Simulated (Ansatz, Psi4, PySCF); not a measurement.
H$_{6}$Cl$_{2}$Ge$_{2}$Si, singlet, geometry from GFN2-xTB, atoms displaced at random by about 0.03 Å a coordinate. Base run: R2SCAN/STO-3G, gradient in PySCF.

The PySCF input:
```python
from pyscf import gto, scf, dft

mol = gto.M(
    atom='''
Cl   -0.090474    2.172010    0.819308
Si   -0.034755    0.354740   -0.232150
Cl   -0.436093    0.763189   -2.144148
Ge    2.058638   -0.638999    0.019262
Ge   -1.874063   -0.999657    0.647252
H     2.858457   -0.754187   -1.264008
H     2.041180   -1.896252    0.677776
H     3.079283    0.229346    0.899822
H    -3.011512   -0.229463    1.175210
H    -2.344752   -1.915586   -0.377348
H    -1.433522   -1.843791    1.725443
''',
    basis='sto-3g',
    charge=0,
    spin=0,
    verbose=4,
)

mf = dft.RKS(mol)
mf.xc = 'r2scan'
mf.kernel()
g = mf.nuc_grad_method()
grad = g.kernel()
```

Programs used: Ansatz (a first-principles code), Psi4, PySCF; a row that names a program was run with it.

The coordinate followed is x of atom 8.

Variants of this job, named by their change:

```json
[
 {"change": "base", "dE/dx (Eh/bohr)": "0.040999", "net force (Eh/bohr)": "0.006578"},
 {"change": "grids.level = 1; grid_response = on", "dE/dx (Eh/bohr)": "0.040997", "net force (Eh/bohr)": "0.000000"},
 {"change": "code = ansatz", "dE/dx (Eh/bohr)": "0.041009", "net force (Eh/bohr)": "0.000000"},
 {"change": "finite difference step (bohr) = 0.2; conv_tol = 1e-11", "dE/dx (Eh/bohr)": "0.040813", "net force (Eh/bohr)": "-"},
 {"change": "conv_tol = 1e-6", "dE/dx (Eh/bohr)": "0.040999", "net force (Eh/bohr)": "0.006578"},
 {"change": "density fitting = on", "dE/dx (Eh/bohr)": "0.040986", "net force (Eh/bohr)": "0.006578"},
 {"change": "grids.level = 5; grid_response = off", "dE/dx (Eh/bohr)": "0.041019", "net force (Eh/bohr)": "0.001096"},
 {"change": "code = psi4", "dE/dx (Eh/bohr)": "0.041025", "net force (Eh/bohr)": "0.008294"},
 {"change": "conv_tol = 1e-11", "dE/dx (Eh/bohr)": "0.040999", "net force (Eh/bohr)": "0.006578"},
 {"change": "finite difference step (bohr) = 0.01; conv_tol = 1e-11", "dE/dx (Eh/bohr)": "0.041005", "net force (Eh/bohr)": "-"},
 {"change": "conv_tol = 1e-4", "dE/dx (Eh/bohr)": "0.041021", "net force (Eh/bohr)": "0.006571"},
 {"change": "density fitting = on; auxbasis_response = off", "dE/dx (Eh/bohr)": "0.040934", "net force (Eh/bohr)": "0.006043"}
]
```

The net force is zero for an exact gradient.
